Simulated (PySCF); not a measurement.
C₃H₁₃NSi₂, SMILES C[SiH](C)C[SiH2]N, singlet (GFN2-xTB optimised geometry):

```
19

Si    -0.934    -0.737    -1.932
C     -1.367    -1.910    -3.371
C     -1.946    -1.219    -0.399
C      0.929    -0.860    -1.562
Si     1.536     0.028     0.000
N      0.810     1.591     0.000
H     -1.283     0.638    -2.344
H     -1.150    -2.945    -3.121
H     -0.801    -1.666    -4.266
H     -2.420    -1.850    -3.625
H     -3.013    -1.191    -0.600
H     -1.743    -0.537     0.420
H     -1.703    -2.222    -0.061
H      1.208    -1.910    -1.473
H      1.482    -0.483    -2.422
H      1.072    -0.608     1.235
H      3.013     0.028     0.000
H      1.023     2.222     0.754
H      0.759     2.101    -0.867
```

Calculation: PySCF with PBE0/def2-SVP.

Q: What are the frontier orbital energies and the dipole moment?

A: HOMO-2 -8.38 eV, HOMO-1 -8.07 eV, HOMO -7.07 eV, LUMO 1.24 eV, LUMO+1 1.57 eV; dipole moment 0.76 D.

On the same geometry PySCF with PBE/def2-SVP gives HOMO-2 -7.04 eV, HOMO-1 -6.76 eV, HOMO -5.57 eV, LUMO 0.37 eV, LUMO+1 0.75 eV; dipole moment 0.73 D.

Meta-Löwdin charges at PBE0/def2-SVP: Si1 0.76, C2 -0.55, C3 -0.55, C4 -0.66, Si5 0.74, N6 -0.69, H7 -0.13, H8 0.11, H9 0.11, H10 0.11, H11 0.11, H12 0.12, H13 0.11, H14 0.12, H15 0.12, H16 -0.13, H17 -0.15, H18 0.21, H19 0.22.
